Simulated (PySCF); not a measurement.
C₂H₇Bi, SMILES [CH2](C)[BiH2]. Coordinates come from a PBE0-D3(BJ)/def2-SVP optimisation. The def2 effective core potentials stand for the cores of Bi; spin–orbit coupling is left out.

Computed equilibrium geometry at PBE0-D3(BJ)/def2-SVP (PySCF confirms it by a frequency run) as a Z-matrix, and its point group:
point group Cs.
```
C
H 1 1.1015
H 1 1.1015 2 107.09
C 1 1.5152 2 111.91 3 122.98
H 4 1.1009 1 111.67 2 179.91
H 4 1.1009 5 107.20 1 122.61
H 4 1.1043 5 107.42 6 115.18
Bi 1 2.2896 2 105.02 3 -111.29
H 8 1.8001 1 91.87 2 -78.55
H 8 1.8001 9 90.06 6 76.24
```
